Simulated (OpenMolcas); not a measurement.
**How basis sets differ on InHCl2 (InCl2H)**

InHCl2: 4 atoms, total charge 0, spin state singlet. SMILES: `[H][In]([Cl])[Cl]`. The shape comes from GFN2-xTB, which is rough for such elements, and wasn't checked as a minimum.

Each level gives the dipole moment (D). The values are calculated.

```
                                     level          kind     program  value (D)
                      HF/ANO-RCC-MB (DKH2)  Hartree–Fock  OpenMolcas       3.10
                                 HF/STO-3G  Hartree–Fock  OpenMolcas       3.28
                                  HF/3-21G  Hartree–Fock  OpenMolcas       3.47
HF/def2-SVP (RICD fitting, core potential)  Hartree–Fock  OpenMolcas       2.49
              HF/def2-SVP (core potential)  Hartree–Fock  OpenMolcas       2.49
             HF/def2-SVPD (core potential)  Hartree–Fock  OpenMolcas       2.52
      HF/ANO-RCC-VTZP (DKH2, RICD fitting)  Hartree–Fock  OpenMolcas       2.51
```

All-electron rows without a relativistic Hamiltonian named are non-relativistic, while core potentials hold scalar relativity, so basis and relativity change together. The values span 2.49 to 3.47 D. Sets without polarisation functions give poor dipoles. Without the sets that lack polarisation functions the rows with a basis span only 2.49 to 2.52 D.
